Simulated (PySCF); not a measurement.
Worked example: entropy of an ideal gas

ZrF4, SMILES [Zr]([F])([F])([F])[F], multiplicity 1.

Geometry optimised at B3LYP-D3(BJ)/def2-SVP. The spin state was assumed, not searched. The isomer is the one that the SMILES or the coordinates give; other isomers of the formula were not compared. The def2 effective core potentials stand for the cores of Zr; spin–orbit coupling is left out.

B3LYP-D3(BJ)/def2-SVP (PySCF) gives the harmonic wavenumbers 157, 157, 169, 169, 169, 680, 704, 704, 704 cm⁻¹ and the rotational temperatures 0.1321, 0.1321, 0.1321 K. The molar mass is 167.22 g/mol, the symmetry number 12, the spin multiplicity 1.

Question: Work out the entropy at 298.15 K and 1 atm in the rigid-rotor, harmonic-oscillator model.

Answer: 
Translation (Sackur–Tetrode at 1 atm): S = R[1.5 ln M + 2.5 ln T − 1.16487] = 172.6 J/(mol K).
Rotation: q = (√π/σ) T^1.5/√(θA θB θC) = 15800, S = R[ln q + 3/2] = 92.9 J/(mol K).
Vibration: with u = 1.4388 ν/T, each mode gives R[u/(e^u − 1) − ln(1 − e^−u)]:
| ν (cm⁻¹) | modes | u | S (J/(mol K)) |
|---|---|---|---|
| 157 | 2 | 0.76 | 21.64 |
| 169 | 3 | 0.82 | 30.71 |
| 680 | 1 | 3.28 | 1.38 |
| 704 | 3 | 3.40 | 3.78 |
These are all the modes. Sum 57.5 J/(mol K).
Spin: R ln 1 = 0.0 J/(mol K).
Total 323.0 J/(mol K); the program's own thermochemistry gives 323.0. Translation makes up 53 % and vibration 18 %. Anharmonicity, hindered rotation and orbital degeneracy are left out.
